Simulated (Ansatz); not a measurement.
System: HSe, charge 0, doublet. HSe (SMILES [SeH], doublet).
B3LYP-D3(BJ)/def2-TZVP minimum from Ansatz (a first-principles code):
```
Se
H 1 1.4749
```
Charge 0, spin multiplicity 2.

Total energies in cc-pV5Z, 7 correlated electrons, 14 frozen orbitals. Open shells are spin-unrestricted; no spin-orbit coupling. Correlated methods leave the cores frozen (noble-gas shells, and filled d and f shells in the p block). No relativity.

| method | program | energy (Eh) | minus CCSDT(Q) (mEh) |
|---|---|---|---|
| HF | Ansatz | -2400.45846 | 176.45 |
| MP2 | Ansatz | -2400.60903 | 25.88 |
| CCSD | Ansatz | -2400.62763 | 7.29 |
| CCSD(T) | Ansatz | -2400.63403 | 0.88 |
| CCSDT(Q) | Ansatz | -2400.63492 | 0.00 |

Rough core times of Ansatz's runs on a shared machine: CCSD(T) 40 s, CCSDT(Q) 30 min.
